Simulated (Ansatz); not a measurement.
The cluster Li3S⁺. The state is a quintet with charge 1. Geometry B3LYP-D4/def2-TZVP.

```tsv
atom	x (Å)	y (Å)	z (Å)
Li1	-1.014	0.883	1.059
Li2	-3.016	2.843	3.210
Li3	1.073	-1.074	-1.159
S4	2.957	-2.652	-3.110
```

In the quintet geometry the species has come apart into loosely held pieces. At PBE0-D4/def2-TZVP a singlet of charge 1 lies 6.95 eV below the quintet, each at its own geometry. The structure comes from a short search, and lower isomers may exist.

(1) Estimate the α-spin orbital energies around the gap (eV) in Ansatz with HF/STO-3G, HF/def2-TZVP, B97M-V/def2-TZVP, r2SCANh-D4/def2-TZVP, ωB97X-V/def2-TZVP.

Answers

(1) 
```json
{"orbital": "HOMO−5", "HF/STO-3G": "-28.71", "HF/def2-TZVP": "-30.57", "B97M-V/def2-TZVP": "-22.67", "r2SCANh-D4/def2-TZVP": "-23.38", "ωB97X-V/def2-TZVP": "-26.78"}
{"orbital": "HOMO−4", "HF/STO-3G": "-14.69", "HF/def2-TZVP": "-16.78", "B97M-V/def2-TZVP": "-11.92", "r2SCANh-D4/def2-TZVP": "-12.68", "ωB97X-V/def2-TZVP": "-15.38"}
{"orbital": "HOMO−3", "HF/STO-3G": "-14.69", "HF/def2-TZVP": "-16.78", "B97M-V/def2-TZVP": "-11.92", "r2SCANh-D4/def2-TZVP": "-12.68", "ωB97X-V/def2-TZVP": "-15.38"}
{"orbital": "HOMO−2", "HF/STO-3G": "-13.19", "HF/def2-TZVP": "-15.08", "B97M-V/def2-TZVP": "-11.12", "r2SCANh-D4/def2-TZVP": "-11.43", "ωB97X-V/def2-TZVP": "-14.41"}
{"orbital": "HOMO−1", "HF/STO-3G": "-9.34", "HF/def2-TZVP": "-9.86", "B97M-V/def2-TZVP": "-6.91", "r2SCANh-D4/def2-TZVP": "-7.65", "ωB97X-V/def2-TZVP": "-9.80"}
{"orbital": "HOMO", "HF/STO-3G": "-8.47", "HF/def2-TZVP": "-9.00", "B97M-V/def2-TZVP": "-6.30", "r2SCANh-D4/def2-TZVP": "-7.00", "ωB97X-V/def2-TZVP": "-8.95"}
{"orbital": "LUMO", "HF/STO-3G": "-1.61", "HF/def2-TZVP": "-2.72", "B97M-V/def2-TZVP": "-5.62", "r2SCANh-D4/def2-TZVP": "-4.49", "ωB97X-V/def2-TZVP": "-2.90"}
{"orbital": "LUMO+1", "HF/STO-3G": "-0.62", "HF/def2-TZVP": "-2.19", "B97M-V/def2-TZVP": "-5.17", "r2SCANh-D4/def2-TZVP": "-4.28", "ωB97X-V/def2-TZVP": "-2.39"}
{"orbital": "LUMO+2", "HF/STO-3G": "-0.62", "HF/def2-TZVP": "-2.19", "B97M-V/def2-TZVP": "-5.17", "r2SCANh-D4/def2-TZVP": "-4.28", "ωB97X-V/def2-TZVP": "-2.39"}
{"orbital": "LUMO+3", "HF/STO-3G": "-0.14", "HF/def2-TZVP": "-1.75", "B97M-V/def2-TZVP": "-4.62", "r2SCANh-D4/def2-TZVP": "-3.67", "ωB97X-V/def2-TZVP": "-2.02"}
{"orbital": "LUMO+4", "HF/STO-3G": "0.35", "HF/def2-TZVP": "-1.46", "B97M-V/def2-TZVP": "-4.40", "r2SCANh-D4/def2-TZVP": "-3.56", "ωB97X-V/def2-TZVP": "-1.69"}
{"orbital": "LUMO+5", "HF/STO-3G": "0.35", "HF/def2-TZVP": "-1.46", "B97M-V/def2-TZVP": "-4.40", "r2SCANh-D4/def2-TZVP": "-3.56", "ωB97X-V/def2-TZVP": "-1.69"}
{"orbital": "β HOMO", "HF/STO-3G": "-10.86", "HF/def2-TZVP": "-14.04", "B97M-V/def2-TZVP": "-10.19", "r2SCANh-D4/def2-TZVP": "-10.70", "ωB97X-V/def2-TZVP": "-13.64"}
{"orbital": "β LUMO", "HF/STO-3G": "-1.80", "HF/def2-TZVP": "-3.17", "B97M-V/def2-TZVP": "-8.82", "r2SCANh-D4/def2-TZVP": "-8.15", "ωB97X-V/def2-TZVP": "-5.72"}
```
